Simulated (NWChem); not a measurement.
Molecule: octasulfur (S₈); SMILES S1SSSSSSS1

```xyz
8

S      1.8860    -1.7496    -0.0882
S      1.7152     0.0027     1.0170
S      1.8808     1.7552    -0.0887
S     -0.0640     2.1833    -0.9273
S     -1.4649     1.7515     0.5549
S     -2.4362    -0.0037    -0.0953
S     -1.4596    -1.7560     0.5549
S     -0.0572    -2.1834    -0.9272
```
Atoms are numbered in this order, from 1.

Level: B3LYP/6-31G* (spherical d) (NWChem), optimised geometry, unscaled harmonic frequencies. 

### Question
List the harmonic frequencies with IR intensities, and the thermochemistry.

### Answer
| frequency (cm⁻¹) | IR intensity (km/mol) |
|---|---|
| 42 | 0.0 |
| 73 | 0.1 |
| 117 | 0.5 |
| 127 | 0.0 |
| 152 | 0.6 |
| 188 | 1.3 |
| 202 | 0.8 |
| 241 | 0.0 |
| 242 | 1.4 |
| 281 | 3.0 |
| 349 | 3.5 |
| 388 | 1.3 |
| 393 | 0.5 |
| 426 | 10.5 |
| 434 | 1.7 |
| 447 | 0.1 |
| 461 | 1.4 |
| 475 | 0.7 |

```json
{
 "zero_point_energy": "7.2 kcal/mol",
 "thermal correction to the enthalpy at 298.15 K (with zero-point energy)": "14.9 kcal/mol",
 "heat capacity Cv": "36.0 cal/(mol K)",
 "entropy at 298.15 K and 1 atm (symmetry number 1)": "109.1 cal/(mol K)",
 "dipole_moment": "0.22 D"
}
```

Rigid rotor and harmonic oscillator; modes under 100 cm⁻¹ make the entropy uncertain.
